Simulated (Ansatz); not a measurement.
`C[S][SnH2][Cl]` → `[CH2]` (triplet) + `[SH][SnH2][Cl]` at 400 K and 1 bar (formal loss of a carbene).

Isolated molecules relaxed with PBE0-D4/def2-TZVP in Ansatz; ΔE leaves out vibrations. CBS: MP2 limit from def2 TZ/QZ plus the TZ coupled-cluster correction, frozen cores. This one scheme is used for every species. Triplets are unrestricted, without spin–orbit coupling. def2 core potentials past Kr. For Sn outer-core shells are correlated without core-valence functions, which leaves a few kJ/mol of doubt a bond. Each species was taken in one conformer, which may not be the lowest.

```tsv
species	CCSD(T)/CBS energy (Eh)	H − E (kJ/mol)	S (J/(mol·K))
`C[S][SnH2][Cl]`	-1112.69775	175.1	405.4
`[CH2]` (triplet)	-39.09499	59.0	205.7
`[SH][SnH2][Cl]`	-1073.44145	90.2	360.8
```

H − E and S are ideal-gas, rigid-rotor, harmonic terms from PBE0-D4/def2-TZVP, for one conformer and one mirror image of each species, with the whole ground term of open shells counted as degenerate. 1 Eh = 2625.50 kJ/mol, R = 8.31446 J/(mol·K).

Question: By hand: ΔE, ΔH, ΔS and ΔG.

Answer: ΔE = (-39.09499) + (-1073.44145) − (-1112.69775) = 0.16131 Eh = 423.5 kJ/mol. Δ(H − E) = 59.0 + 90.2 − 175.1 = -25.9, so ΔH = 397.6 kJ/mol. ΔS = 205.7 + 360.8 − 405.4 = 161.1 J/(mol·K). ΔG = 397.6 − 400 × (161.1)/1000 = 333.2 kJ/mol.

Question: By hand: the equilibrium constant, and the temperature at which ΔG would vanish if ΔH and ΔS stayed fixed.

Answer: log₁₀ K = −ΔG/(RT ln 10) = -43.5. ΔG = 0 at ΔH/ΔS = 2468 K.

The number of gas molecules changes by +1, which sets the sign of ΔS. A doubt of 5 kJ/mol in ΔE shifts log₁₀ K by 0.7 here. Other conformers and mirror images would add mixing entropy, several J/(mol·K) or more a flexible species. Modes under 60 cm⁻¹, often nearly free rotors, make the harmonic entropy too high. A triplet takes part, so the spin changes. These are equilibria of isolated gas molecules and say nothing of rates. Largest T1 diagnostic: 0.012 (customary marks: 0.02 for closed shells, 0.045 for open ones).
